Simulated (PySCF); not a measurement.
# How exact exchange moves a shielding

Molecule: `CC#CBC#C`, C5H5B.

Bonds (- single, = double, # triple, : aromatic): C1#C2 1.220 Å, C2-B3 1.519 Å, B3-C4 1.508 Å, C4#C5 1.223 Å, C5-C6 1.448 Å. C1 carries H7; B3 carries H8; C6 carries H9, H10, H11.

GIAO shieldings (ppm, equivalent atoms averaged) in PySCF on the PBE0-D3(BJ)/def2-SVP geometry, basis pcSseg-2, gas phase, non-relativistic:

```tsv
functional	exact exchange (%)	σ(C5)	σ(C4)	σ(C2)	σ(C6)
BLYP	0	30.5	68.9	70.6	167.2
BP86	0	33.4	71.9	74.0	170.7
PBE	0	32.6	71.3	73.3	171.2
PBE0	25	37.4	82.5	83.4	176.6
mPW1PW91	25	37.3	82.2	83.2	175.8
BHandHLYP	50	38.7	89.3	89.5	178.0
HF	100	44.8	107.1	107.4	185.9
```

(1) Fit each shielding as a line in the percentage of exact exchange.

(2) What does the line predict for B3LYP (20 %), and what does the run give?

Answers

(1) σ(C5) = 32.8 + 0.13 x (rms 1.2 ppm); σ(C4) = 71.5 + 0.36 x (rms 1.4 ppm); σ(C2) = 73.2 + 0.34 x (rms 1.4 ppm); σ(C6) = 170.5 + 0.16 x (rms 1.6 ppm). The functionals also differ in their semilocal parts, which the line can't hold; Hartree–Fock has no correlation at all.

(2) σ(C5): 35.4 predicted, 34.1 computed; σ(C4): 78.7 predicted, 77.7 computed; σ(C2): 80.0 predicted, 78.6 computed; σ(C6): 173.7 predicted, 172.0 computed ppm.
